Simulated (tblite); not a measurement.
A tight-binding relaxation on `S(=O)(C#CC#CC#C)(=O)C(F)(F)F`.

Computed with GFN2-xTB geometry optimisation, gas phase (tblite 0.8.0). Start geometry: from a force field or distance geometry. A driver script takes a list of jobs; this job's settings line and coordinates (Å) are shown.

Input:
```
{"job": {"kind": "relax", "xc": "GFN2-xTB", "basis": "xTB"}, "charge": 0, "multiplicity": 1}
C      5.086600     0.686200    -2.838300
C      4.073900     0.565800    -2.195100
C      2.806000     0.393700    -1.344800
C      1.796900     0.277000    -0.704400
C      0.514400     0.103700     0.147700
C     -0.490100    -0.023500     0.788000
S     -1.984600    -0.212700     1.750600
O     -2.001100     1.118600     2.334100
O     -1.576800    -1.401100     2.490300
C     -3.274300    -0.513800     0.510600
F     -3.024400    -1.628200    -0.242900
F     -4.506800    -0.689400     1.062700
F     -3.390100     0.521400    -0.367500
H      5.969600     0.801800    -3.418000
```

Output:
```
step      E/eV     max force
  0   -1109.07200    5.551
  1   -1109.55975    6.596
  2   -1110.27364    2.697
  3   -1110.46006    7.096
  4   -1110.77747    1.785
  5   -1110.86585    1.057
  6   -1110.91318    0.539
  7   -1110.92940    0.763
  8   -1110.94368    0.967
  9   -1110.96930    0.756
... (48 lines left out)
 58   -1111.03573    0.049
 59   -1111.03607    0.046
 60   -1111.03647    0.093
 61   -1111.03693    0.116
 62   -1111.03730    0.084
 63   -1111.03745    0.029
 64   -1111.03750    0.015
 65   -1111.03752    0.015
 66   -1111.03754    0.013
 67   -1111.03756    0.007
```

«max force» is the largest atomic force in eV/Å.

Q: From which step on does the largest force stay under 0.1 eV/Å, and how much energy is left to gain from there?

A: From step 62 (0.084 eV/Å), 0.3 meV above the end.

Main results: energy lowered by 45.3 kcal/mol over 67 steps; largest atomic force 0.007 eV/Å at the end.

Q: Give the final coordinates.

A: 0.230 Å rms from the input after alignment:
```
atom  x, y, z in Å
C1     4.7903    0.6458   -2.7730
C2     3.8030    0.5214   -2.0894
C3     2.6990    0.3832   -1.3281
C4     1.7026    0.2575   -0.6387
C5     0.6018    0.1188    0.1222
C6    -0.3951   -0.0090    0.8014
S7    -1.8106   -0.1858    1.7692
O8    -2.1397    1.0551    2.3856
O9    -1.7304   -1.3808    2.5396
C10   -3.0714   -0.4858    0.3951
F11   -2.7285   -1.5662   -0.3032
F12   -4.2852   -0.6601    0.8926
F13   -3.0870    0.5540   -0.4363
H14    5.6505    0.7515   -3.3642
```

The run took 0.59 s wall on one thread of an Arm Neoverse V1 (shared host).
Labels such as C1 count atoms from 1, the log's own numbers from 0.
